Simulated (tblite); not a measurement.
Species: C5H6N2PSi (doublet state).
Numbering: `[CH:1]#[C:2][c:3]1[n:4][cH:5][cH:6][n:7]1[SiH:8][PH2:9]` (hydrogens: H10 on C1; H11 on C5; H12 on C6; H13 on Si8; H14, H15 on P9)

Cartesian coordinates in Å at the GFN2-xTB level; atoms count from 1:
```
atom  x, y, z in Å
C1    -1.3173    2.4547    0.0490
C2    -0.3716    1.7120    0.0155
C3     0.7499    0.8699   -0.0333
N4     1.9858    1.2673   -0.1943
C5     2.7419    0.1403   -0.1868
C6     1.9456   -0.9530   -0.0234
N7     0.6528   -0.5038    0.0714
Si8   -0.7637   -1.4938    0.3871
P9    -2.6275   -0.4937   -0.3137
H10   -2.1332    3.1140    0.0777
H11    3.8059    0.1946   -0.3035
H12    2.1727   -1.9972    0.0324
H13   -0.4660   -2.7034   -0.4031
H14   -3.3852   -1.6379   -0.1086
H15   -2.9946    0.0380    0.9116
```

Structure optimised with GFN2-xTB, isolated species. This method treats the open shell by occupation alone, without spin polarisation.

Take the most abundant isotopes and a rigid rotor. The values belong to one conformer with, in the numbering `[CH:1]#[C:2][c:3]1[n:4][cH:5][cH:6][n:7]1[SiH:8][PH2:9]`, C6–N7–Si8–P9 -158°, N7–Si8–P9–H 170° and -97°.

Task: Give the principal moments of inertia and the rotational constants in MHz.

Result: Ia = 249.75, Ib = 513.19, Ic = 745.53 u·Å²; 505379 MHz·u·Å²/I gives A = 2024, B = 984.8, C = 677.9 MHz.

Task: What kind of rotor is it?

Result: An asymmetric top: κ = (2 × 984.8 − 2024 − 677.9)/(2024 − 677.9) = -0.54.

Task: What does the inertial defect say?

Result: Not planar: Δ = Ic − Ia − Ib = -17.41 u·Å². For a rigid frame Δ = −2 Σ m c², so Σ m c² = 8.71 u·Å² lies off the ab plane: 1.38 from hydrogen and 7.32 from heavier atoms. The atom farthest from that plane is 0.95 Å away.

Task: Give the other two planar moments, Paa and Pbb, and the rms extents of the mass along the axes.

Result: Paa = Σ m a² = (Ib + Ic − Ia)/2 = 504.49 and Pbb = Σ m b² = (Ia + Ic − Ib)/2 = 241.04 u·Å². With the mass M = 153.00 u, the rms extents √(P/M) along a, b and c are 1.82, 1.26, 0.24 Å.

Task: List the rotational levels J(Ka,Kc) to J = 5 (MHz).

Result: Above 0(0,0):
J = 1: 1(0,1) 1663, 1(1,1) 2701, 1(1,0) 3008
J = 2: 2(0,2) 4929, 2(1,2) 5720, 2(1,1) 6641, 2(2,1) 9757, 2(2,0) 9815
J = 3: 3(0,3) 9696, 3(1,3) 10214, 3(1,2) 12048, 3(2,2) 14745, 3(2,1) 15025, 3(3,1) 20740, 3(3,0) 20747
J = 4: 4(0,4) 15857, 4(1,4) 16152, 4(1,3) 19172, 4(2,3) 21350, 4(2,2) 22119, 4(3,2) 27489, 4(3,1) 27538, 4(4,1) 35748, 4(4,0) 35749
J = 5: 5(0,5) 23353, 5(1,5) 23504, 5(1,4) 27921, 5(2,4) 29533, 5(2,3) 31114, 5(3,3) 35940, 5(3,2) 36127, 5(4,2) 44191, 5(4,1) 44197, 5(5,1) 54801, 5(5,0) 54801
Those of J = 1 are B + C, A + C and A + B.

Task: Estimate the classical rotational partition function at 50 K, 298.15 K and 500 K.

Result: Point group C1, symmetry number σ = 1; q = (√π/σ)·√((kT/h)³/(ABC)), k/h = 20836.6 MHz/K: 51300 at 50 K, 747000 at 298.15 K, 1620000 at 500 K.

For this open shell read J as N, the rotation without spin; fine and hyperfine splittings come on top. Its GFN2-xTB frequencies are all real (lowest 24 cm⁻¹). No vibrational averaging or centrifugal distortion is included, and the geometry carries the error of its method.

All values are computed, not measured.
